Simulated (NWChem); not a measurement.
System: C2H5FOSi; SMILES C(F)[SiH2]C=O

```xyz
10

O     -0.5031    -2.4659    -0.2422
C     -0.5974    -1.3471     0.1962
Si     0.8561    -0.0726     0.1690
C      0.1697     1.5604    -0.5304
F     -0.9176     1.9309     0.2397
H     -1.5695    -0.9970     0.6469
H      1.2991     0.1585     1.5769
H      1.9786    -0.5864    -0.6664
H     -0.1546     1.4453    -1.5801
H      0.9231     2.3676    -0.5079
```
Atoms are numbered in this order, from 1.

Computed with NWChem. Geometry: optimised at PBE0/def2-SVP. Level: PBE0/def2-SVP with SMD (1 M gas to 1 M solution), gas-phase geometry. Reactions with the solvent are ignored.

```csv
solvent,dielectric constant,solvation free energy (kcal/mol),cavity-dispersion-structure term (kcal/mol),dipole in solution (D)
water,78.4,-1.2,5.5,3.00
methanol,32.6,-3.6,3.0,2.99
cyclohexane,2.02,-2.1,0.2,2.46
chloroform,4.71,-3.3,0.9,2.66
dichloromethane,8.93,-3.9,0.7,?
```

Task: Complete the blanks.

Result: 
- dichloromethane, dipole in solution (D): 2.70
